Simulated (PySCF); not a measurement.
Q: Give a GFN2-xTB geometry of `FC(F)O[C@@H]1CCC=N1`.

A: 
```
atom  x, y, z in Å
F1     3.1759   -0.4826    0.9093
C2     2.4571   -0.2128   -0.2181
F3     3.1492   -0.7504   -1.2306
O4     1.2411   -0.7971   -0.1733
C5     0.2846   -0.1097    0.6234
C6    -1.0545   -0.8793    0.5565
C7    -2.0594    0.1768    0.0801
C8    -1.1726    1.3555   -0.1790
N9     0.0465    1.2187    0.1027
H10    2.4322    0.8851   -0.3358
H11    0.6775   -0.0131    1.6462
H12   -0.9393   -1.6884   -0.1617
H13   -1.3136   -1.2980    1.5249
H14   -2.5954   -0.1081   -0.8254
H15   -2.7984    0.4240    0.8443
H16   -1.5385    2.2884   -0.5778
```

Orientation and origin are arbitrary. Atoms count from 1 in this order. The 2 C–F bonds span 1.339 Å (C2–F3, drawn single) to 1.364 Å (F1–C2, drawn single), a spread of 0.025 Å. Of the pairs four or more bonds apart, N9···H10 is among the closest relative to their van der Waals radii: 2.45 Å, 89 % of the sum of Bondi's values. The C–O distances run from 1.350 Å (C2–O4, drawn single) to 1.422 Å (O4–C5, drawn single), a spread of 0.072 Å. The C–C distances run from 1.498 Å (C7–C8, drawn single) to 1.546 Å (C5–C6, drawn single), a spread of 0.048 Å.

Bonds between heavy atoms (Å): F1–C2 1.364, C2–F3 1.339, C2–O4 1.350, O4–C5 1.422, C5–C6 1.546, C6–C7 1.534, C7–C8 1.498, C8=N9 1.259, C5–N9 1.447.

The geometry is computed with GFN2-xTB (gas phase).

Point group: C1 (no symmetry element, even within 0.4 Å). GFN2-xTB frequencies: not computed here. One conformer, not necessarily the lowest (F1–C2–O4–C5 79°, C2–O4–C5–C6 179°).
